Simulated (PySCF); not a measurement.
H7N3Si. Atoms are numbered in the order given.

```xyz
11

Si     0.3364    -0.0785     0.0000
N     -0.2310    -0.6796    -1.5204
N     -0.2310    -0.6796     1.5204
N     -0.1564     1.5731     0.0000
H      1.7892    -0.4457     0.0000
H      0.1656    -1.5283    -1.9061
H     -1.2049    -0.5770    -1.7833
H      0.1656    -1.5283     1.9061
H     -1.2049    -0.5770     1.7833
H     -0.0453     2.1287    -0.8394
H     -0.0453     2.1287     0.8394
```

Coordinates come from a PBE0-D3(BJ)/def2-SVP optimisation. One conformer was computed; it need not be the lowest.

Level of theory: PBE/def2-TZVP run with PySCF.

ESP charges are fitted to the potential on shells at 1.4 to 2.0 van der Waals radii. Atomic charges (e):

```csv
atom,meta-Löwdin,ESP fit,Löwdin
Si1,0.97,0.82,-0.11
N2,-0.74,-1.03,-0.26
N3,-0.74,-1.03,-0.26
N4,-0.73,-0.84,-0.24
H5,-0.15,-0.13,-0.05
H6,0.23,0.37,0.15
H7,0.23,0.40,0.15
H8,0.23,0.37,0.15
H9,0.23,0.40,0.15
H10,0.24,0.34,0.15
H11,0.24,0.34,0.15
```

Computed Mayer and Wiberg (Löwdin basis) orders of the bonds:
```json
[
 {"bond": "Si1–N2", "Mayer": "1.16", "Wiberg": "1.53"},
 {"bond": "Si1–N3", "Mayer": "1.16", "Wiberg": "1.53"},
 {"bond": "Si1–N4", "Mayer": "1.17", "Wiberg": "1.53"},
 {"bond": "Si1–H5", "Mayer": "0.91", "Wiberg": "0.89"},
 {"bond": "N2–H6", "Mayer": "0.92", "Wiberg": "0.96"},
 {"bond": "N2–H7", "Mayer": "0.92", "Wiberg": "0.96"},
 {"bond": "N3–H8", "Mayer": "0.92", "Wiberg": "0.96"},
 {"bond": "N3–H9", "Mayer": "0.92", "Wiberg": "0.96"},
 {"bond": "N4–H10", "Mayer": "0.92", "Wiberg": "0.96"},
 {"bond": "N4–H11", "Mayer": "0.92", "Wiberg": "0.96"}
]
```
